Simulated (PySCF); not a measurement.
## Calculated data, CH₃BF

Computed with PySCF 2.14.0. Calculation on a computer-drawn molecule: the log of a Hartree-Fock and frozen-core CCSD(T) single point meant for a local Hartree-Fock minimum, with one planted fault or none, to be diagnosed. Offsets are logged minus clean, where the clean run is the same molecule without the fault. The reference is restricted for singlets and unrestricted otherwise, and also for a bond in bohr or an excited solution. Adding or removing an electron swaps singlet and doublet. The excited solution moves the top pair (singlet) or top alpha electron (doublet) to the lowest empty orbital. Highest occupied and lowest empty are orbital energies over both spins, largest force is the largest gradient component, triples share is (T) over the correlation energy, the T1 limit is 0.02 restricted and 0.045 unrestricted, electrons count all cores, a negative frequency is imaginary (commonest isotopes), and the dipole is about the centre of nuclear charge.

### CH₃BF

Logged structure:
```xyz
6
CH3BF
C     -1.0858    -1.2654     0.3656
B     -1.5111    -2.6395     0.7961
F     -1.8581    -3.7602     1.1472
H     -0.0691    -1.3181    -0.0377
H     -2.3897    -0.5836    -1.0894
H     -1.1104    -0.5976     1.2331
```

* meant charge: 1
* meant multiplicity: 1
* meant basis: cc-pVDZ
* logged electrons: 22
* logged basis functions: 57
* logged SCF converged: yes
* logged spin squared: 0.6895
* logged highest occupied: -18.662 eV
* logged lowest empty: -5.7438 eV
* logged largest force: 0.019218 hartree/bohr
* logged T1 diagnostic: 0.067795
* logged D1 diagnostic: 0.29578
* logged triples share: 0.033231
* logged CC converged: yes
* logged dipole magnitude: 2.1634 debye
* logged SCF stable within its kind: yes
* logged energy HF: -163.36962 hartree
* logged energy CCSD(T): -163.79226 hartree
* possible faults: no fault, one electron removed, one electron added, multiplicity raised by two, geometry at a saddle point, SCF held on an excited solution, minimal basis STO-3G, one bond length entered in bohr, all coordinates scaled
* planted fault: one bond length entered in bohr, row 4 of the drawn bonds
* HF energy offset from clean run: 82.75 kcal/mol
* CCSD(T) energy offset from clean run: 83.62 kcal/mol

Drawn bonds:
```tsv
atom	other atom	order
1	2	1
2	3	1
1	4	1
1	5	1
1	6	1
```

Notes: T1 above single-reference limit.
